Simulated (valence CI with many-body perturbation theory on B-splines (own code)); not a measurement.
Energy levels of Ge19+

Method: configuration interaction combined with many-body perturbation theory (CI+MBPT): three valence electrons over a frozen Dirac-Fock core [Ne], radial functions for each j: 11 s, 11 p, 9 d, 7 f, 5 g, 2 h, 1 i, with the one-electron correlation potential Σ1, the two-electron term Σ2, the three-electron term Σ3, Breit, model QED; selected CI, second order for the rest (own B-spline code, finite nucleus).

No measured spectrum was set against this ion. As an estimate, levels of excited configurations hold to 0.05 to 0.15 % of their energy, terms of the ground configuration to about 0.5 %.

Levels 1 to 45 of 67, with energies above the lowest level, 3s2.3p 2P°_1/2. "Leading %" is the weight of the configuration and term that name the level; weights of strongly mixed levels are sums over their largest components and can fall short. In the jj column 3d3/2^4 stands for four electrons in 3d with j = 3/2. Lifetimes count E1, E2, E3, M1 and M2 decay at the calculated energies, and are blank where another channel may lead or the interval is too uncertain; long ones can be off by a factor of two.

| No. | Configuration | Term | J | E (cm⁻¹) | Leading % | Second component | Lifetime | Leading jj |
| --- | --- | --- | --- | --- | --- | --- | --- | --- |
| 1 | 3s2.3p | 2P° | 1/2 | 0 | 98 |  |  | 3s^2 3p1/2 (98 %) |
| 2 | 3s2.3p | 2P° | 3/2 | 54591 | 97 |  | 682 μs | 3s^2 3p3/2 (97 %) |
| 3 | 3s.3p2 | 4P | 1/2 | 332660 | 95 |  | 3.72 ns | 3s 3p1/2^2 (63 %) |
| 4 | 3s.3p2 | 4P | 3/2 | 358740 | 98 |  | 24.1 ns | 3s 3p1/2 3p3/2 (94 %) |
| 5 | 3s.3p2 | 4P | 5/2 | 382690 | 90 | 9 % 3s.3p2 2D | 4.34 ns | 3s 3p1/2 3p3/2 (63 %) |
| 6 | 3s.3p2 | 2D | 3/2 | 453910 | 84 | 11 % 3s2.3d 2D | 171 ps | 3s 3p1/2 3p3/2 (68 %) |
| 7 | 3s.3p2 | 2D | 5/2 | 466430 | 79 | 11 % 3s2.3d 2D | 313 ps | 3s 3p3/2^2 (58 %) |
| 8 | 3s.3p2 | 2P | 1/2 | 530840 | 50 | 45 % 3s.3p2 2S | 22.9 ps | 3s 3p1/2 3p3/2 (46 %) |
| 9 | 3s.3p2 | 2S | 1/2 | 585660 | 49 | 47 % 3s.3p2 2P | 21.9 ps | 3s 3p3/2^2 (72 %) |
| 10 | 3s.3p2 | 2P | 3/2 | 597370 | 93 |  | 14.5 ps | 3s 3p3/2^2 (66 %) |
| 11 | 3s2.3d | 2D | 3/2 | 682270 | 84 | 12 % 3s.3p2 2D | 14.5 ps | 3s^2 3d3/2 (84 %) |
| 12 | 3s2.3d | 2D | 5/2 | 689530 | 86 | 11 % 3s.3p2 2D | 17.5 ps | 3s^2 3d5/2 (86 %) |
| 13 | 3p3 | 2D° | 3/2 | 846860 | 46 | 19 % 3s.3p.3d 2D° | 58.8 ps | 3p1/2^2 3p3/2 (66 %) |
| 14 | 3p3 | 2D° | 5/2 | 867960 | 67 | 31 % 3s.3p.3d 2D° | 138 ps | 3p1/2 3p3/2^2 (67 %) |
| 15 | 3p3 | 4S° | 3/2 | 876680 | 73 | 15 % 3p3 2D° | 21.0 ps | 3p1/2 3p3/2^2 (80 %) |
| 16 | 3s.3p.3d | 4F° | 3/2 | 928290 | 95 |  | 575 ps | 3s 3p1/2 3d3/2 (84 %) |
| 17 | 3s.3p.3d | 4F° | 5/2 | 939830 | 95 |  | 519 ps | 3s 3p1/2 3d3/2 (43 %) |
| 18 | 3p3 | 2P° | 1/2 | 953660 | 81 | 17 % 3s.3p.3d 2P° | 33.9 ps | 3p1/2 3p3/2^2 (81 %) |
| 19 | 3s.3p.3d | 4F° | 7/2 | 957330 | 95 | 4 % 3s.3p.3d 4D° | 527 ps | 3s 3p1/2 3d5/2 (52 %) |
| 20 | 3p3 | 2P° | 3/2 | 972780 | 59 | 14 % 3s.3p.3d 2P° | 34.5 ps | 3p3/2^3 (63 %) |
| 21 | 3s.3p.3d | 4F° | 9/2 | 984680 | 100 |  |  | 3s 3p3/2 3d5/2 (100 %) |
| 22 | 3s.3p.3d | 4P° | 5/2 | 996130 | 59 | 29 % 3s.3p.3d 4D° | 23.6 ps | 3s 3p1/2 3d5/2 (88 %) |
| 23 | 3s.3p.3d | 4D° | 3/2 | 1000800 | 63 | 31 % 3s.3p.3d 4P° | 18.4 ps | 3s 3p1/2 3d3/2 (45 %) |
| 24 | 3s.3p.3d | 4D° | 1/2 | 1002600 | 88 | 9 % 3s.3p.3d 4P° | 15.8 ps | 3s 3p1/2 3d3/2 (69 %) |
| 25 | 3s.3p.3d | 4D° | 7/2 | 1033300 | 94 | 4 % 3s.3p.3d 4F° | 17.6 ps | 3s 3p3/2 3d5/2 (65 %) |
| 26 | 3s.3p.3d | 4D° | 5/2 | 1034500 | 66 | 20 % 3s.3p.3d 4P° | 17.6 ps | 3s 3p3/2 3d3/2 (68 %) |
| 27 | 3s.3p.3d | 4P° | 1/2 | 1036200 | 91 | 9 % 3s.3p.3d 4D° | 23.4 ps | 3s 3p3/2 3d3/2 (96 %) |
| 28 | 3s.3p.3d | 4P° | 3/2 | 1036200 | 60 | 34 % 3s.3p.3d 4D° | 20.5 ps | 3s 3p3/2 3d3/2 (85 %) |
| 29 | 3s.3p.3d | 2D° | 3/2 | 1050600 | 68 | 18 % 3p3 2D° | 17.9 ps | 3s 3p3/2 3d5/2 (32 %) |
| 30 | 3s.3p.3d | 2D° | 5/2 | 1052200 | 46 | 20 % 3s.3p.3d 2F° | 21.8 ps | 3s 3p3/2 3d5/2 (54 %) |
| 31 | 3s.3p.3d | 2F° | 5/2 | 1074700 | 77 | 18 % 3s.3p.3d 2D° | 32.0 ps | 3s 3p1/2 3d5/2 (41 %) |
| 32 | 3s.3p.3d | 2F° | 7/2 | 1114700 | 99 |  | 32.2 ps | 3s 3p3/2 3d5/2 (65 %) |
| 33 | 3s.3p.3d | 2P° | 3/2 | 1158000 | 62 | 19 % 3s.3p.3d 2D° | 11.7 ps | 3s 3p1/2 3d3/2 (36 %) |
| 34 | 3s.3p.3d | 2F° | 7/2 | 1184500 | 97 |  | 13.2 ps | 3s 3p3/2 3d5/2 (50 %) |
| 35 | 3s.3p.3d | 2P° | 1/2 | 1185200 | 89 | 9 % 3p3 2P° | 15.4 ps | 3s 3p3/2 3d5/2 (76 %) |
| 36 | 3s.3p.3d | 2F° | 5/2 | 1190400 | 94 |  | 11.9 ps | 3s 3p3/2 3d3/2 (74 %) |
| 37 | 3s.3p.3d | 2P° | 1/2 | 1212600 | 89 | 6 % 3p3 2P° | 9.50 ps | 3s 3p3/2 3d3/2 (71 %) |
| 38 | 3s.3p.3d | 2D° | 3/2 | 1217600 | 51 | 41 % 3s.3p.3d 2P° | 9.69 ps | 3s 3p3/2 3d5/2 (48 %) |
| 39 | 3s.3p.3d | 2D° | 5/2 | 1223100 | 81 | 12 % 3p3 2D° | 8.57 ps | 3s 3p3/2 3d5/2 (67 %) |
| 40 | 3s.3p.3d | 2P° | 3/2 | 1224100 | 67 | 19 % 3s.3p.3d 2D° | 9.49 ps | 3s 3p3/2 3d5/2 (45 %) |
| 41 | 3p2.3d | 4F | 3/2 | 1391100 | 81 | 7 % 3p2.3d 4D | 36.8 ps | 3p1/2^2 3d3/2 (69 %) |
| 42 | 3p2.3d | 2F | 5/2 | 1399700 | 83 | 10 % 3s.3d2 2F | 91.6 ps | 3p1/2 3p3/2 3d3/2 (56 %) |
| 43 | 3p2.3d | 4F | 5/2 | 1407300 | 85 | 10 % 3p2.3d 4D | 35.7 ps | 3p1/2 3p3/2 3d3/2 (55 %) |
| 44 | 3p2.3d | 2F | 7/2 | 1416100 | 67 | 10 % 3p2.3d 4F | 66.3 ps | 3p1/2 3p3/2 3d3/2 (46 %) |
| 45 | 3p2.3d | 2P | 3/2 | 1428200 | 61 | 23 % 3p2.3d 4D | 27.0 ps | 3p1/2 3p3/2 3d3/2 (69 %) |

Names give the largest LS component (configuration and term), which can be under half, so a name can repeat, a term be missing and a line seem to break the LS rules; names also repeat where a configuration has a term twice.

The ionisation energy to 3s2 1S_0 of the next ion comes out as 749.33 eV (NIST: 744 ± 3 eV (semi-empirical)). All 67 levels together are meant to be complete up to 1621400 cm⁻¹.
